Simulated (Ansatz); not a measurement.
Basis-set extrapolation for `CCCCC(=O)CCCC` (PBE0-D4/def2-TZVP geometry, frozen core, Ansatz). Multiplicity 1, RHF reference.

|  | def2-TZVPP | def2-QZVPP |
| --- | --- | --- |
| HF | -426.331672 | -426.351399 |
| MP2 correlation | -1.784325 | -1.899468 |
| CCSD(T) correlation | -1.952220 | not run |

Energies in hartree. Use E(X) = E(∞) + A·exp(−7.88·√X) for Hartree–Fock and E(X) = E(∞) + B·X^(−2.97) for correlation, with X = 3 and 4, and add CCSD(T) minus MP2 of the smaller set to the MP2 limit.

Problem. What is the CCSD(T) energy at the basis-set limit?

Solution. HF limit: -426.351399 + (-0.019727) × 0.13774 = -426.35412. MP2 limit: -1.899468 + (-0.115143) × 0.74074 = -1.98476. Higher-order term: -1.952220 − (-1.784325) = -0.16790. Total: -428.50678 hartree, 139.9 kcal/mol below CCSD(T)/def2-TZVPP.
